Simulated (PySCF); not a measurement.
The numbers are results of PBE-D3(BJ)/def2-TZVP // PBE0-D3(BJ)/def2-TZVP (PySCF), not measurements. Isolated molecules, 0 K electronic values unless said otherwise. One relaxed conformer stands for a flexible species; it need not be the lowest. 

Reference species (SMILES): `C[SiH](C)C` (neutral, multiplicity 1).

| Property | Value |
|---|---|
| S1 oscillator strength | 0.035 |
| HOMO | -7.22 eV |
| HOMO–LUMO gap | 7.55 eV |

Changed species: `CCC[SiH3]` (C–C–C–Si torsion 180°).

What does the change do to the S1 oscillator strength, HOMO and HOMO–LUMO gap?

the S1 oscillator strength rises by 0.057, to 0.092; the HOMO is nearly the same; the HOMO–LUMO gap decreases by 0.40 eV, to 7.15 eV.
